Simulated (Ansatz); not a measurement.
Total energies of the cluster Te₅Pb₄ from Ansatz at PBE0-D4/def2-SVP, gas phase (1 Eh = 27.2114 eV = 2625.5 kJ/mol). The reference geometry is relaxed at PBE-D4/def2-SVP.

| atom | x (Å) | y (Å) | z (Å) |
| --- | --- | --- | --- |
| Pb1 | -2.5741 | -0.1170 | -0.9346 |
| Pb2 | 0.4214 | -2.6411 | 0.1054 |
| Pb3 | -0.6036 | 0.8108 | 2.4788 |
| Pb4 | 0.9024 | 1.7304 | -2.1310 |
| Te5 | 3.1528 | 1.1453 | -0.3112 |
| Te6 | -2.0882 | -1.7352 | 1.6223 |
| Te7 | -1.1412 | 2.4206 | 0.0086 |
| Te8 | -0.0964 | -1.1235 | -2.4271 |
| Te9 | 2.0270 | -0.4903 | 1.5889 |

| state | geometry | energy (Eh) |
| --- | --- | --- |
| charge 0 singlet | reference | -2112.15867 |
| charge 1 doublet | reference | -2111.90555 |
| charge -1 doublet | reference | -2112.20654 |
| free Pb atom (triplet) | – | -192.83297 |
| free Te atom (triplet) | – | -267.98598 |

In the def2 sets Pb, Te take a core potential; there is no spin–orbit coupling.

Task: Work out the vertical ionisation energy to the doublet.

Result: E(charge 1 doublet) − E(charge 0 singlet) = -2111.90555 − (-2112.15867) = 0.25312 Eh = 6.89 eV. For comparison, −ε of the highest occupied level is 5.61 eV at this level, 1.28 eV less.

Task: Work out the vertical electron affinity, to the doublet.

Result: E(charge 0 singlet) − E(charge -1 doublet) = -2112.15867 − (-2112.20654) = 0.04787 Eh = 1.30 eV. The basis lacks diffuse functions, which makes affinities too small.

Task: Give the fundamental gap IE − EA, the Mulliken electronegativity (IE + EA)/2 and the hardness (IE − EA)/2.

Result: From the values in Eh: IE − EA = 0.25312 − 0.04787 = 0.20525 Eh = 5.59 eV; (IE + EA)/2 = 4.10 eV; (IE − EA)/2 = 2.79 eV. The HOMO–LUMO gap of the same run is 3.14 eV, 2.45 eV smaller than the fundamental gap.

Task: What is the binding energy per atom against free atoms?

Result: Atoms: 4 × (-192.83297) + 5 × (-267.98598) = -2111.26178 Eh. Binding: -2111.26178 − (-2112.15867) = 0.89689 Eh = 24.41 eV, or 2.71 eV for each of 9 atoms (no zero-point energy, no counterpoise term).

The structure comes from a short search, and lower isomers may exist.
